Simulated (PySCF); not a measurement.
Energies from PySCF, thermal terms from the rigid-rotor harmonic-oscillator model, ideal gas at 1 bar. Table values come from the NASA 1993 polynomials. All species are closed-shell singlets. The harmonic model lacks anharmonicity and excited electronic states, which grow with temperature; levels with a mode under 35 cm⁻¹ are left out. The table's entry may be an old estimate for Li2O (not checked at source).

Harmonic frequencies at PBE0/def2-TZVP (cm⁻¹): 139, 141, 816, 1067. Point group D∞h; S°(298 K) = 229.0 J/mol/K at this level.

Question: Work out Cp and S° of gaseous Li2O at 500, 800, 1200, 1600, 2000 K from these, and set them beside the table.

Answer: 
```json
[
 {"T (K)": "500", "Cp PBE0/def2-TZVP": "54.9", "Cp table": "55.6", "S° PBE0/def2-TZVP": "255.8", "S° table": "256.4"},
 {"T (K)": "800", "Cp PBE0/def2-TZVP": "58.8", "Cp table": "59.2", "S° PBE0/def2-TZVP": "282.6", "S° table": "283.4"},
 {"T (K)": "1200", "Cp PBE0/def2-TZVP": "60.6", "Cp table": "60.8", "S° PBE0/def2-TZVP": "306.9", "S° table": "307.8"},
 {"T (K)": "1600", "Cp PBE0/def2-TZVP": "61.4", "Cp table": "61.5", "S° PBE0/def2-TZVP": "324.4", "S° table": "325.4"},
 {"T (K)": "2000", "Cp PBE0/def2-TZVP": "61.7", "Cp table": "61.9", "S° PBE0/def2-TZVP": "338.2", "S° table": "339.2"}
]
```
Units J/mol/K.
